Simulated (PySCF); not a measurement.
Molecule: `O=CC1=C(F)OC=C(F)O1`, C5H2F2O3.

Bonds (- single, = double, # triple, : aromatic): O1=C2, C2-C3, C3=C4, C4-F5, C4-O6, O6-C7, C7=C8, C8-F9, C8-O10, O10-C3. C2 carries H11; C7 carries H12.

Frames of a GFN2-xTB Langevin trajectory at 300 K; GIAO PBE0/pcSseg-1 shieldings in PySCF 2.14, gas phase, non-relativistic; equivalent atoms averaged within each frame.

Shifts are taken against calculated references (same method and geometry level): H2O for ¹⁷O (σref 336.08); ¹³C (σref 186.93) vs TMS; CFCl3 for ¹⁹F (σref 170.95). The references are static minima.

Problem. How do the shifts (ppm) fluctuate along the trajectory?

Solution. 
```csv
time (fs),O1,O6,O10,C2,C4,C8,C3,C7,F5,F9
250,697.6,134.3,123.6,181.9,180.0,169.4,125.5,112.5,-101.8,-113.5
425,694.7,122.1,126.0,182.0,180.1,176.1,125.5,115.5,-105.7,-109.2
625,636.2,118.0,126.8,176.2,169.9,168.6,130.7,114.1,-131.1,-116.1
800,670.1,129.1,138.4,180.2,178.0,169.2,129.1,122.3,-114.0,-122.7
1000,683.1,141.0,121.0,179.5,176.1,173.1,127.7,124.1,-98.1,-117.4
mean of frames,676.3,128.9,127.2,180.0,176.8,171.3,127.7,117.7,-110.1,-115.8
standard deviation,24.9,9.2,6.7,2.4,4.2,3.2,2.3,5.2,13.1,5.0
```

5 frames give an uncertainty of the mean of about the standard deviation over 2.2 at best, since frames this close in time may not be independent; classical motion lacks zero-point vibration, and the reference would need the same averaging.
